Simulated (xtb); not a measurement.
Species: CH4S2, SMILES `SCS` (charge 0, multiplicity 1).

Question: Give a relaxed geometry from GFN2-xTB (xtb).

Answer: Several could match; the one computed here: the end point of this relaxation, one of several conformers (outside a Z-matrix the atoms follow the SMILES, hydrogens last).
Bond lengths (Å): S1–C2 1.822, S1–H4 1.331, C2–S3 1.822, C2–H5 1.087, C2–H6 1.087, S3–H7 1.331. Angles (°): C2–S1–H4 96.1, S1–C2–S3 114.7, S1–C2–H5 106.3, S1–C2–H6 109.6, S3–C2–H5 109.6, S3–C2–H6 106.3, H5–C2–H6 110.5, C2–S3–H7 96.1.
